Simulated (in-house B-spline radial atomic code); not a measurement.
A run on the neodymium ion Nd⁺ (an excited or competing configuration) that did not converge. Method: scalar-relativistic (X2C) B97-1, spin-polarised, spherical fractional occupations, exact exchange averaged over the configuration, Fermi nucleus of rms radius 4.9123 fm; computed with a B-spline radial code for spherical atoms.

Command:
```bash
python run_scf.py task.json out
```
Settings (nuclear radius in fm, mass in u):
```
Z                60
configuration    [Kr] 4d10 4f4 5s2 5p5 6s1 7p1
hamiltonian      x2c
method           b97_1
spin_polarised   True
nucleus          fermi
rms_radius       4.9123
atomic_mass      141.90773
speed_of_light   137.035999084
exact_exchange   averaged over the configuration
```

First and last ten iterations of the last attempt (damped for 15 steps, keeping 80 % of the old Fock matrix, then DIIS):
```
 iter        energy (Eh)    residual
    1       -9604.510881    5.39e-01
    2       -9609.701812    7.29e-01
    3       -9615.891358    4.56e-01
    4       -9619.049561    2.71e-01
    5       -9620.583790    1.72e-01
    6       -9621.295604    1.15e-01
    7       -9621.612888    8.07e-02
    8       -9621.751341    5.65e-02
    9       -9621.811735    3.96e-02
   10       -9621.839063    2.79e-02
  111       -9621.867012    4.02e-06
  112       -9621.867012    1.76e-06
  113       -9621.867012    1.66e-06
  114       -9621.867012    1.71e-06
  115       -9621.867012    1.84e-06
  116       -9621.867012    1.74e-06
  117       -9621.867012    1.64e-06
  118       -9621.867012    1.66e-06
  119       -9621.867012    3.17e-06
  120       -9621.867012    2.46e-06
 not converged after 120 iterations
```

The smallest residual met was 1.2e-06; the threshold is about 6e-07. Over the last five steps the energy moves by less than 1e-08 hartree, but the orbitals didn't meet the threshold. Time taken, with all properties: 4 s on 1 thread of AMD EPYC 9R45 96-Core Processor (shared host).
